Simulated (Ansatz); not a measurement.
Ideal-gas functions of Cl₃GeH, SMILES `[Cl][GeH]([Cl])[Cl]` at 500 K and 1 bar, from an Ansatz frequency run at PBE0-D4/def2-TZVP.

Molar mass 179.98 g/mol, point group C3v (symmetry number 3), electronic degeneracy 1, moments of inertia 238.743, 238.757, 422.116 u Å². Harmonic wavenumbers (cm⁻¹, unscaled): 142, 142, 180, 421, 453, 453, 704, 704, 2216.

Use S(trans) = R[1.5 ln M + 2.5 ln T − 1.1517]; rotational temperatures θ = 24.2544 K / I; S(rot) = R[ln(√π/σ · √(T³/θAθBθC)) + 1.5]; for each mode x = 1.438777 ν̃/T, S = R[x/(eˣ − 1) − ln(1 − e⁻ˣ)] and H = RT x/(eˣ − 1); 1 cm⁻¹ = 0.0119627 kJ/mol; R = 8.31446 J/(mol·K).

**Question.** By hand: the entropy, in J/(mol·K).

**Answer.** Translation 184.4. Rotation: θ = 0.1016, 0.1016, 0.0575 K, giving 116.5. Vibration, mode by mode: 15.81, 15.81, 13.88, 7.21, 6.68, 6.68, 3.73, 3.73, 0.10, in all 73.6. Electronic 0.0. Sum 374.5 J/(mol·K).

**Question.** By hand: H − E and G − E in kJ/mol, counted from the electronic energy.

**Answer.** Zero-point energy ½ × 5415 × 0.0119627 = 32.4; thermal vibration 18.7; translation, rotation and pV give 4 RT = 16.6. H − E = 67.7 kJ/mol, and G − E = 67.7 − 500 × 374.5/1000 = -119.5 kJ/mol.

Vibration gives 20 % of the entropy, 31.6 J/(mol·K) of it from the modes under 150 cm⁻¹: soft modes count most, and the harmonic formula is weakest for them.
